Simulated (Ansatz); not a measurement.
# What each rung costs, and what it gives

Saddle point of BNH$_{7}$O$_{2}$F, singlet (BH₃O₂ ([OH][BH][OH]) + NH₃ + HF → BNH₄O₂ ([NH2][B]([OH])[OH]) + HF + H₂; bonds formed: H2–H7, H5–F8; dative contacts that become bonds: B1–N6; bonds broken: B1–H2, H5–N6, H7–F8), PBE0-D4/def2-TZVP structure:

B1  (-0.408, 0.047, -0.386)
H2  (0.465, -1.279, -0.357)
O3  (-0.074, 0.561, -1.630)
O4  (-1.655, -0.431, -0.012)
H5  (1.030, 0.218, 1.191)
N6  (0.216, 0.890, 0.746)
H7  (1.044, -1.193, 0.320)
F8  (1.792, -0.823, 1.353)
H9  (-0.446, 0.095, -2.379)
H10  (-2.112, -0.949, -0.676)
H11  (0.624, 1.743, 0.381)
H12  (-0.476, 1.120, 1.450)
(Å)

Barriers are electronic and count from the start structure reached by relaxing down the imaginary mode.

Computed with Ansatz 0.2.0 (basis: as named in each row); correlated methods freeze the cores. B3LYP uses VWN-RPA correlation. Extrapolation: Hartree–Fock as exp(−7.88 √X), correlation as X^−2.97.

Times are rough, for one single point on 8 threads of a shared host (Arm Neoverse V1).

The estimate by CCSD(T) at an estimated basis limit (MP2 extrapolated from triple and quadruple zeta, plus CCSD(T) − MP2 in triple zeta) is 22.88 kcal/mol.

| method | basis | time (s) | barrier (kcal/mol) | method less estimate |
| --- | --- | --- | --- | --- |
| HF | STO-3G | under 1 | 44.26 | 21.38 |
| PBE-D4 | STO-3G | under 1 | -15.41 | -38.29 |
| SPW92 | def2-SVP | under 1 | 4.82 | -18.06 |
| B3LYP-D4 | 6-31G | under 1 | 13.72 | -9.17 |
| PBE-D4 | def2-SVP | under 1 | 10.64 | -12.24 |
| PBE0-D4 | def2-SVP | under 1 | 16.08 | -6.81 |
| SPW92 | def2-TZVPP | under 1 | 7.86 | -15.03 |
| PBE-D4 | def2-TZVPP | 1 | 13.48 | -9.40 |
| BLYP-D4 | def2-TZVPP | 1 | 14.57 | -8.32 |
| B3LYP-D4 | def2-TZVPP | 1 | 18.15 | -4.74 |
| BHLYP-D4 | def2-TZVPP | 1 | 23.35 | 0.46 |
| PBE0-D4 | def2-TZVPP | 2 | 18.11 | -4.77 |
| CAM-B3LYP-D4 | def2-TZVPP | 2 | 19.04 | -3.84 |
| wB97M-V | def2-SVP | 2 | 18.56 | -4.33 |
| r2SCAN-D4 | def2-TZVPP | 2 | 15.56 | -7.33 |
| r2SCAN0-D4 | def2-TZVPP | 2 | 19.24 | -3.65 |
| B2PLYP | def2-TZVPP | 3 | 20.53 | -2.36 |
| PBE-QIDH | def2-TZVPP | 3 | 21.74 | -1.14 |
| RPA on PBE | def2-TZVPP | 4 | 23.28 | 0.40 |
| wB97X-V | def2-TZVPP | 4 | 21.06 | -1.82 |
| CCSD(T) | def2-SVP | 4 | 24.24 | 1.35 |
| wB97M-V | def2-TZVPP | 4 | 21.05 | -1.83 |
| B97M-V | def2-TZVPP | 5 | 19.82 | -3.07 |
| MP2 | def2-QZVPP | 15 | 21.97 | -0.92 |
| CCSD(T) | def2-TZVPP | 130 | 23.69 | 0.80 |

All methods are single points on the PBE0-D4 structures; a negative value means that the method puts the saddle structure below the start.

The T1 diagnostic stays at or below 0.013.

Labels in which every atom is bracketed show which atoms are joined, not bond orders.
